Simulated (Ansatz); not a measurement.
Consider the cleavage of the Si–Si bond: `O[SiH](O)[Si](F)(F)F` + `[OH][AlH2]` → `O[SiH](O)[O][AlH2]` + `F[SiH](F)F`.

Calculated with Ansatz (gas phase, PBE0-D4/def2-TZVP geometries, no zero-point term in ΔE). CCSD(T)/CBS is the MP2 limit (def2-TZVPP, def2-QZVPP) plus CCSD(T) − MP2 in def2-TZVPP, frozen cores. This one scheme is used for every species. DFT in def2-TZVPP. One conformer a species, not always the lowest.

CCSD(T)/CBS gives -41.0 kcal/mol.

(1) Another level gave -33.3 kcal/mol. Which?
A. r2SCAN/def2-TZVPP
B. PBE/def2-TZVPP
C. SCS-MP2/def2-TZVPP
D. HF/def2-TZVPP

Largest T1 diagnostic among the species: 0.012.

## Answers

(1) B. PBE -33.3, r2SCAN -39.5, SCS-MP2/def2-TZVPP -43.5, HF/def2-TZVPP -47.2 kcal/mol.

From PBE to PBE0 (25 % exact exchange), in def2-TZVPP and without D4, ΔE moves by −3.3 kcal/mol. The D4 term adds +0.8 kcal/mol with B3LYP and +0.4 kcal/mol with PBE0; it sums over pairs of atoms, weighted by their polarisabilities, and B3LYP, whose exchange is more repulsive, gets the larger term.

B3LYP here is the variant with VWN-RPA as its local correlation; programs differ in this.
